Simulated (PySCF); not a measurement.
Ionisation energy of Ge²⁺ by level of theory

Ge²⁺ [Ar] 3d10 4s2 (1S) → Ge³⁺ [Ar] 3d10 4s1 (2S), as a difference of total energies. All numbers are calculated (PySCF 2.14, no relativity, point nucleus, in def2-TZVP (6s5p4d1f, 48 functions)). Correlated levels: valence: [Ar] 3d10 frozen. The calculations carry no spin-orbit coupling.

```tsv
method	ionisation energy (eV)	difference from reference (eV)
UHF	31.705	-2.353
PBE	33.860	-0.198
B3LYP	33.952	-0.106
MP2 (valence)	32.490	-1.568
SCS-MP2 (valence)	32.647	-1.411
CCSD (valence)	32.796	-1.262
```

Reference: 34.058 eV (measured; NIST Atomic Spectra Database, ionization energies).

These non-relativistic numbers lack the scalar-relativistic shift.

Errors of the correlated levels include the incompleteness of this basis and the frozen core.

With two correlated electrons CCSD is exact in that space.
